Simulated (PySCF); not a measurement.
# Dy(CH3)2: one run

Dy(CH3)2 (singlet in the valence; each metal's 4f electrons, 10 of them, lie in its core potential, out of spins and levels). PySCF 2.14.0, RKS PBE0, Dy lcecp-0-SVP with ECP56, C def2-SVP, H def2-SVP; non-relativistic Hamiltonian with scalar-relativistic core potentials where named; density fitting; no spin-orbit coupling. The geometry is an unrelaxed template.

```python
mol = gto.M(atom='''
Dy     0.00000     0.00000     0.00000
C      2.36510     0.00000     1.05840
H      3.11650     0.00000     0.26880
H      2.48680     0.89000     1.67590
H      2.48680    -0.89000     1.67590
C     -2.36510     0.00000     1.05840
H     -3.11650     0.00000     0.26880
H     -2.48680    -0.89000     1.67590
H     -2.48680     0.89000     1.67590''',
    basis={'Dy': 'lcecp-0-SVP', 'C': 'def2-SVP', 'H': 'def2-SVP'},
    ecp={'Dy': 'lcecp-0-SVP'},
    charge=0, spin=0)
mf = dft.RKS(mol, xc='PBE0')
mf.grids.atom_grid = (50, 194)  # f atoms: unpruned, at least (60, 302)
mf = mf.density_fit()  # fitting sets: Dy AutoAux, C def2-universal-JKFIT, H def2-universal-JKFIT
mf.conv_tol = 1e-08; mf.max_cycle = 55
mf.kernel(dm0)  # dm0: free metal ions and neutral atoms
```

Run from Python with OMP_NUM_THREADS=2; the lines above give its settings. Where DIIS fails, smearing, a level shift and second-order steps follow.
It took 2.5 s on 2 threads of Arm Neoverse V2, on a shared host, peak memory 0.57 GiB.

The 4f levels lie in the core potential and are missing.

Question: What are the Mulliken charges and spins?

Answer: 
```
atom  charge (e)  spin (e)
 Dy1       0.779     0.000
  C2      -0.553     0.000
  H3       0.048     0.000
  H4       0.058     0.000
  H5       0.058     0.000
  C6      -0.553     0.000
  H7       0.048     0.000
  H8       0.058     0.000
  H9       0.058     0.000
```
The spin of the 4f electrons in the core isn't counted.

An lcecp potential fixes the number of 4f electrons, so in runs with it no electron can move into or out of that shell; real Dy(II) is rare or takes another configuration.
